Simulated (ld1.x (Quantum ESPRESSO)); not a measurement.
# Configuration tests for Bi (TM semilocal)

```json
{
 "Element": "bismuth (Bi)",
 "Generator": "ld1.x (Quantum ESPRESSO) 7.5",
 "Type": "norm-conserving Troullier–Martins (semilocal form)",
 "Functional": "PBE",
 "Relativity": "scalar-relativistic",
 "Frozen core": "[Xe] 4f14 5d10",
 "Valence charge": "5",
 "Reference configuration": "6s2 6p3",
 "Partial waves": "6s (bound): rc 1.65 bohr; 6d channel at 0.4 Ry: rc 2.10 bohr; 6p (bound): rc 2.35 bohr",
 "Local potential": "the p channel",
 "Core correction": "none"
}
```

Energies are relative to the spin-unpolarised reference configuration 6s2 6p3; without spin polarisation the order of configurations can differ from experiment.

```
valence configuration  charge  ΔE all-electron (eV)  error AE − PS (meV)
              6s2 6p2      +1                 7.913                 -1.8
              6s2 6p0      +3                46.502                  +80
              6s1 6p4       0                10.082                  +13
            6s2 6p2.5    +0.5                 3.097                 -1.0
              6s1 6p0      +4                91.907                 +210
            6s2 6p3.3    -0.3                -1.094                 +0.7
```

**Question.** What are ΔE and the potential's error for 6s2 6p1?

**Answer.** ΔE = 23.160 eV all-electron; the error (AE − PS) is +4.2 meV.

Levels in the configuration 6s1 6p4:

| level | all-electron (eV) | pseudo (eV) |
| --- | --- | --- |
| 6s | -15.500 | -15.474 |
| 6p | -5.243 | -5.252 |
